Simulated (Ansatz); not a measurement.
System: GaF$_{2}$, charge 1, singlet. GaF2+ (SMILES [F][Ga+][F]).
B3LYP-D3(BJ)/def2-TZVP minimum from Ansatz (an electronic-structure program):
```
Ga
F 1 1.6703
F 1 1.6703 2 180.00
```
Charge +1, spin multiplicity 1.

Total energies in cc-pVTZ, 16 correlated electrons, 16 frozen orbitals. Open shells are spin-unrestricted; no spin-orbit coupling. Cores are frozen in correlated methods (noble-gas shells, and filled d and f shells in the p block). No relativity. The spin of F2Ga+ ([F][Ga+][F], singlet) was assumed, and the state is the lowest solution found for it.

```tsv
method	program	energy (Eh)	minus CCSDT(Q) (mEh)
HF	Ansatz	-2121.98061	579.71
MP2	Ansatz	-2122.54838	11.94
CCSD	Ansatz	-2122.54133	18.99
CCSD(T)	Ansatz	-2122.55933	0.99
CCSDT(Q)	Ansatz	-2122.56032	0.00
```

Rough core times of Ansatz's runs on a shared machine: CCSD(T) under 20 s, CCSDT(Q) 9 min.
